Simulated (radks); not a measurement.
Q: Radial electron density D(r) = 4 pi r^2 rho(r) of an atom or ion with 41 electrons. All-electron calculation, Dirac Kohn-Sham, Slater X-alpha with alpha = 0.635, spin-unpolarised, spherical densities, finite nucleus; Fermi nuclear charge, rms radius of each element as measured or else 0.836 A^(1/3) + 0.57 fm. Program: a radial shooting solver on a logarithmic mesh with Libxc functionals.

| r (bohr) | D(r) (e/bohr) |
|---|---|
| 0.004138 | 9.541 |
| 0.004741 | 11.75 |
| 0.005475 | 14.54 |
| 0.006273 | 17.61 |
| 0.007187 | 21.14 |
| 0.008234 | 25.09 |
| 0.009509 | 29.67 |
| 0.01089 | 34.26 |
| 0.01248 | 38.91 |
| 0.0143 | 43.39 |
| 0.01651 | 47.60 |
| 0.01892 | 50.75 |
| 0.02168 | 52.77 |
| 0.02483 | 53.46 |
| 0.02845 | 52.79 |
| 0.03286 | 50.84 |
| 0.03765 | 48.41 |
| 0.04313 | 46.22 |
| 0.04941 | 45.20 |
| 0.05707 | 46.23 |
| 0.06538 | 49.53 |
| 0.07491 | 54.59 |
| 0.08582 | 60.13 |
| 0.09911 | 64.47 |
| 0.1136 | 65.30 |
| 0.1301 | 62.12 |
| 0.149 | 55.66 |
| 0.1721 | 47.74 |
| 0.1972 | 42.30 |
| 0.2259 | 40.91 |
| 0.2589 | 43.50 |
| 0.2989 | 47.86 |
| 0.3425 | 49.83 |
| 0.3924 | 47.12 |
| 0.4496 | 39.64 |
| 0.515 | 29.66 |
| 0.5948 | 19.96 |
| 0.6815 | 14.02 |
| 0.7807 | 11.58 |
| 0.8945 | 11.34 |
| 1.033 | 11.47 |
| 1.184 | 10.75 |
| 1.356 | 9.055 |
| 1.553 | 6.881 |
| 1.794 | 4.698 |
| 2.055 | 3.089 |
| 2.355 | 1.964 |
| 2.698 | 1.219 |
| 3.116 | 0.7112 |
| 3.57 | 0.4038 |
| 4.09 | 0.2109 |
| 4.686 | 0.09858 |
| 5.411 | 0.03800 |
| 6.2 | 0.01310 |
| 7.103 | 0.003754 |

What is the nuclear charge?

A: Z = 42. The innermost maximum, from 1s, lies near gamma/Z bohr with gamma = sqrt(1 - (Z/c)^2) = 0.952, here 0.0227 bohr (found: 0.0248), and its height grows with Z. The density is that of the molybdenum ion Mo+ in [Kr] 4d5; the configuration itself is not fixed sharply by these data, and Z only to a few units. D(r) has 4 maxima, at r = 0.0248, 0.109, 0.342, 1.00 bohr, and minima at 0.0498, 0.221, 0.853 bohr, inside which lie 2.05, 11.13, 29.36 electrons.
